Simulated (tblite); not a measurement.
Compound: C₄H₁₃AsSi.
Atom-mapped SMILES: `[CH3:1][C:2]([CH3:3])([CH3:4])[SiH2:5][AsH2:6]` (hydrogens: H7, H8, H9 on C1; H10, H11, H12 on C3; H13, H14, H15 on C4; H16, H17 on Si5; H18, H19 on As6)

Computed with GFN2-xTB (tblite), gas phase: nudged elastic band of 9 images (0 to 8), spring 0.2 eV/Å², climbing image at the end, force threshold 0.05 eV/Å. No saddle search or frequency run followed, so the top image need not be a first-order saddle, and its height can exceed the method's true barrier by a kcal/mol or more.

The band describes a rotation about C2–Si5 (sp3 carbon bound to silicon, SiH2 silicon), followed by the dihedral C1–C2–Si5–As6, from the optimised start (180°) to a second optimised geometry at -59°.

Q: Give the energy profile along the converged band.

A: 
```
image  dihedral (°)  E (eV)  C2–Si5 (Å)  C1···As6 (Å)  largest true force (eV/Å)
    0           180   0.000       1.921          4.83                       0.01
    1          -166   0.009       1.924          4.81                       0.04
    2          -151   0.036       1.929          4.76                       0.05
    3          -136   0.061       1.934          4.67                       0.04
    4          -121   0.067       1.935          4.54                       0.04
    5          -106   0.054       1.933          4.36                       0.04
    6           -90   0.034       1.929          4.15                       0.04
    7           -75   0.014       1.924          3.93                       0.04
    8           -59   0.000       1.922          3.69                       0.01
```

Barriers of this band. The top is image 4 at -121°: 0.07 eV in either direction, as the ends lie within 0.002 eV of each other. The central bond is 0.014 Å longer at the top than at the start.

Q: What rate follows at 298 K for crossing this barrier forward?

A: Taking the electronic barrier for the free energy of activation (no zero-point or entropy terms, transmission 1), rate = (kT/h)·exp(−ΔE/kT) ≈ 5 × 10^11 s⁻¹, whose inverse is 2 × 10^-12 s. An error of 1 kcal/mol in the barrier changes this by a factor of 5, and the method and the loose band can each miss by that much or more. The barrier is only 2.6 kT, where transition-state theory is rough.

The cost below is that of the whole band run. Time: 12 s wall; peak memory 0.18 GiB. Hardware: an Intel Xeon at 2.50 GHz with one thread, no GPU, shared host.
